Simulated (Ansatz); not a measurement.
Z-matrix (Å, degrees):
```
C
C 1 1.541
Si 1 2.291 2 55.4
O 1 1.445 2 101.7 3 4.8
H 1 1.094 2 110.5 3 -113.0
H 1 1.093 2 114.4 3 122.8
F 2 1.381 1 113.3 3 117.9
H 2 1.092 1 113.6 3 -118.3
H 3 1.486 1 128.4 2 93.2
H 3 1.485 1 121.7 2 -94.8
```

Charge 0, multiplicity 1.

Question: List the PBE0/def2-TZVPP orbital energies in eV (Ansatz). (An estimate is asked.)

Answer: The calculation gave: Occupied: -1803.28, -673.83, -522.73, -280.25, -279.95, -145.56, -100.25, -100.20, -100.19, -33.57, -28.71, -20.85, -17.92, -15.24, -14.63, -13.56, -13.29, -12.49, -11.78, -11.15, -10.34, -9.05, -8.37, -8.11. Lowest empty: -0.48, 0.91, 1.07, 1.92, 2.24, 2.42, 3.25, 3.55.
